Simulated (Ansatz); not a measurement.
Ansatz (a first-principles code) input:

Ansatz 0.2 input:
```yaml
crystal:
  periodic: [false, false, false]
  atoms:
    - {symbol: C, position_ang: [-1.78846604, 0.10254333, 0.25503878]}
    - {symbol: C, position_ang: [-1.43948389, -1.21739834, 0.28268879]}
    - {symbol: O, position_ang: [-0.16424961, -1.43974032, 0.11758593]}
    - {symbol: C, position_ang: [0.41875683, -0.21189772, -0.03464269]}
    - {symbol: C, position_ang: [-0.56287466, 0.76425667, 0.04523302]}
    - {symbol: C, position_ang: [1.84209754, -0.10739685, -0.23835664]}
    - {symbol: O, position_ang: [2.42401727, 0.94096611, -0.37945087]}
    - {symbol: H, position_ang: [-2.76273919, 0.52630164, 0.36693741]}
    - {symbol: H, position_ang: [-0.40508878, 1.82070014, -0.03821178]}
    - {symbol: H, position_ang: [2.36428838, -1.08055802, -0.25445687]}
basis:
  gaussian:
    orbitals: def2-TZVP
hamiltonian:
  xc: b3lyp
  dispersion: d3bj
magnetization: {spin_polarized: true, initial_magnetization: 1}
relax: {f_tol: 0.002, max_steps: 150}
```

### Question
Predict the final energy.

### Answer
-342.80283 Eh (B3LYP-D3(BJ)/def2-TZVP). The basis has 235 functions.

It need not be the lowest isomer of its formula.
